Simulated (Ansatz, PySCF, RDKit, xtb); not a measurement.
Dimer: NH3 (SMILES N) (first 4 atoms) with CH3F (SMILES CF); geometry from B3LYP-D3(BJ)/def2-TZVP, rigid monomers moved along the line of their centres of mass till H4···F6 is 3.19 Å.
(charge 0, multiplicity 1):
```csv
atom,x (Å),y (Å),z (Å)
N,0.0014,-0.1752,0.2984
H,0.2376,-0.8822,-0.3885
H,-0.1493,0.6928,-0.2028
H,0.8122,-0.0463,0.8950
C,0.3645,-0.5918,4.5198
F,1.5991,-0.2182,3.9771
H,0.0626,0.1700,5.2391
H,-0.3545,-0.6649,3.7050
H,0.4871,-1.5538,5.0182
```

Monomers are frozen at their geometry in the pair; levels with a basis set take the counterpoise correction. Rows marked so take none.

Cores are frozen in the correlated methods. Rows in 6-31G* carry no dispersion term and start afresh at each structure (6-31G* with six Cartesian d functions).

The values were computed with Ansatz (Gaussian orbitals); PySCF for 6-31G* rows, the dispersion terms; RDKit for the force fields; xtb for the GFN methods. 

```csv
level,interaction energy (kcal/mol)
MMFF94,-1.23
GFN1-xTB,-0.79
HF/6-31G* (no counterpoise),-1.73
r2SCAN/def2-TZVPPD,-1.29
r2SCAN-D3(BJ)/def2-TZVPPD,-1.45
B3LYP/6-31G*,-1.10
B3LYP/6-31G* (no counterpoise),-1.81
B3LYP/def2-TZVPPD,(withheld)
MP2/aug-cc-pVDZ,-1.44
```

**Question.** What belongs in the gaps?

**Answer.** 
- B3LYP/def2-TZVPPD, interaction energy (kcal/mol): -1.04

Ansatz is a quantum-chemistry and plane-wave program.
